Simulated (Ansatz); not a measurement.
`F[SiH]([AlH2])[GeH3]` + H₂ → `F[SiH2][AlH2]` + GeH₄ at 400 K and 1 bar (hydrogenolysis of the Si–Ge bond).

Gas-phase electronic energies from Ansatz, PBE0-D4/def2-TZVP geometries. CBS: MP2 limit from def2 TZ/QZ plus the TZ coupled-cluster correction, frozen cores. This one scheme is used for every species. For Ge outer-core shells are correlated without core-valence functions, which leaves a few kJ/mol of doubt a bond. Scalar relativity is left out up to krypton.

| species | CCSD(T)/CBS energy (Eh) | H − E (kJ/mol) | S (J/(mol·K)) |
| --- | --- | --- | --- |
| `F[SiH]([AlH2])[GeH3]` | -2710.63746 | 166.2 | 432.0 |
| H₂ | -1.17544 | 38.0 | 139.0 |
| `F[SiH2][AlH2]` | -633.31837 | 112.8 | 342.1 |
| GeH₄ | -2078.49493 | 93.6 | 231.8 |

H − E and S are ideal-gas, rigid-rotor, harmonic terms from PBE0-D4/def2-TZVP, for one conformer and one mirror image of each species. The MP2-based limit puts H₂ 0.8 mEh under its directly extrapolated value; such offsets cancel only in part. 1 Eh = 2625.50 kJ/mol, R = 8.31446 J/(mol·K).

Question: By hand: ΔE, ΔH, ΔS and ΔG.

Answer: ΔE = (-633.31837) + (-2078.49493) − (-2710.63746) − (-1.17544) = -0.00040 Eh = -1.1 kJ/mol. Δ(H − E) = 112.8 + 93.6 − 166.2 − 38.0 = 2.2, so ΔH = 1.1 kJ/mol. ΔS = 342.1 + 231.8 − 432.0 − 139.0 = 2.9 J/(mol·K). ΔG = 1.1 − 400 × (2.9)/1000 = -0.1 kJ/mol.

Question: By hand: the equilibrium constant, and the temperature at which ΔG would vanish if ΔH and ΔS stayed fixed.

Answer: log₁₀ K = −ΔG/(RT ln 10) = 0.0. ΔG = 0 at ΔH/ΔS = 379 K, though so small a ΔH makes that figure unsure.

TΔS isn't small against ΔH here. The sign of ΔG lies within the doubt. A doubt of 5 kJ/mol in ΔE shifts log₁₀ K by 0.7 here. Other conformers and mirror images would add mixing entropy, several J/(mol·K) or more a flexible species. These are equilibria of isolated gas molecules and say nothing of rates. Largest T1 diagnostic: 0.012 (customary marks: 0.02 for closed shells, 0.045 for open ones).
